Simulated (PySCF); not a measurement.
Species: C₂H₄N₂Si.
Atom-mapped SMILES: `[CH2:1]=[N:2][SiH2:3][C:4]#[N:5]` (hydrogens: H6, H7 on C1; H8, H9 on Si3)

Computed, not measured: PySCF 2.14.0, PBE0-D3(BJ)/def2-SVP geometry optimisation, gas phase.

What internal coordinates does the optimisation give?

```
  bond  length (Å)   order
 C1=N2       1.263  double
N2–Si3       1.745  single
Si3–C4       1.859  single
 C4≡N5       1.159  triple
 C1–H6       1.105  single
 C1–H7       1.112  single
Si3–H8       1.484  single
Si3–H9       1.496  single
```

Orders are formal, as drawn. A selection of angles:
```
    angle  degrees
 N2–C1–H6    120.2
 N2–C1–H7    124.7
 H6–C1–H7    115.1
C1–N2–Si3    125.2
N2–Si3–C4    106.6
N2–Si3–H8    109.5
N2–Si3–H9    114.5
C4–Si3–H8    107.4
H8–Si3–H9    111.4
Si3–C4–N5    178.9
```

Dihedral angles: C1–N2–Si3–C4 118° (anticlinal). The mirror-image conformer, all signs reversed, is as good.

Si3 (SiH2 silicon) is distorted tetrahedral (angles from 106.6° to 114.5°). N2 (C=N nitrogen) is bent (angle 125.2°). The 2 C–N bonds span 1.159 Å (C4≡N5, drawn triple) to 1.263 Å (C1=N2, drawn double), a spread of 0.104 Å.

Point group: C1 (no symmetry element, even within 0.4 Å). PBE0-D3(BJ)/def2-SVP frequencies: not computed here. One conformer, not necessarily the lowest.
